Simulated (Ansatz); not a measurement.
The cluster Pd₄S₃. The state is a singlet with charge 0. Geometry r2SCAN-D4/def2-SVP; atoms count from 1.

```
atom   x (Å)   y (Å)   z (Å)
 Pd1  -1.599  -0.130  -0.942
 Pd2   1.735  -0.532  -0.418
 Pd3   0.133   1.822  -0.375
 Pd4   0.044  -0.945   1.604
  S5   1.298   0.931   1.340
  S6   0.358   0.213  -2.044
  S7  -1.968  -1.359   0.836
```

In the def2 sets Pd takes a core potential; there is no spin–orbit coupling. The restricted singlet is unstable towards broken spin symmetry in Hartree–Fock (as tested in another run); at PBE0-D4/def2-TZVP this wasn't settled. No other spin state of charge 0 was run. Another isomer (singlet) lies 0.54 eV lower at PBE0-D4/def2-TZVP; other spin states weren't run for this one.

Q: Estimate the Mulliken populations from the PBE0/def2-TZVP orbitals of Ansatz.

A: 
| atom | charge (e) | d electrons |
| --- | --- | --- |
| Pd1 | 0.35 | 8.90 |
| Pd2 | 0.30 | 9.01 |
| Pd3 | 0.30 | 9.02 |
| Pd4 | 0.35 | 8.90 |
| S5 | -0.40 | – |
| S6 | -0.40 | – |
| S7 | -0.50 | – |
Mulliken values and Mayer orders depend strongly on the basis.

Q: And the Mayer bond orders between bonded heavy atoms (over 0.3)?

A: Pd1–Pd3 0.36 (2.67 Å); Pd1–S6 0.80 (2.27 Å); Pd1–S7 1.01 (2.19 Å); Pd2–Pd4 0.36 (2.67 Å); Pd2–S5 0.75 (2.33 Å); Pd2–S6 0.88 (2.26 Å); Pd3–S5 0.88 (2.26 Å); Pd3–S6 0.75 (2.33 Å); Pd4–S5 0.80 (2.27 Å); Pd4–S7 1.01 (2.19 Å).
